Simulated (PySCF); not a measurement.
A structure optimised at PBE-D3(BJ)/def2-SVP, used in a PySCF frequency run:

```
Mo
O 1 1.6997
N 1 1.7514 2 110.46
H 3 1.0289 1 143.15 2 0.00
O 1 1.8955 2 109.47 3 119.49
H 5 0.9749 1 120.98 2 -132.27
O 1 1.8955 2 109.47 3 -119.49
H 7 0.9749 1 120.98 2 132.27
```
Charge 0, spin multiplicity 1.

### Question
Write its SMILES, formula and point group.

### Answer
[NH]=[Mo](=[O])([OH])[OH], H3MoNO3, Cs

### Question
What are its rotational constants (standard atomic weights)?

### Answer
3.6725, 3.3464, 3.1708 GHz
